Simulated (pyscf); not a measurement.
Structures and frequencies: ωB97X-D3(BJ)/def2-SVP in PySCF.

Question: Cl–GeH(Cl)–GeH₃ → Cl–GeH₃ + Cl–GeH: [singlet]
Surface: singlet. Broken: Ge–Ge, Cl–Ge. Formed: Cl–Ge. Give ΔE‡ and ΔE from ωB97M-D3(BJ)/def2-TZVP, relative to the reactant's lowest minimum found.

Answer: ΔE‡ = 1.76 eV, ΔE = +1.40 eV. Zero-point energy shifts the barrier by -0.03 eV. It is a 1,1-elimination, with an imaginary mode of 247i cm⁻¹. On the product side the descent ends in a bound adduct (not fully relaxed), 0.50 eV under the separated species and 0.59 eV under the saddle at ωB97X-D3(BJ)/def2-TZVP. At ωB97X-D3(BJ)/def2-TZVP the barrier from the zero used here is 1.89 eV. One saddle was located; it need not be the lowest between these sides. Elements up to Kr have no core potential and no relativistic terms here.
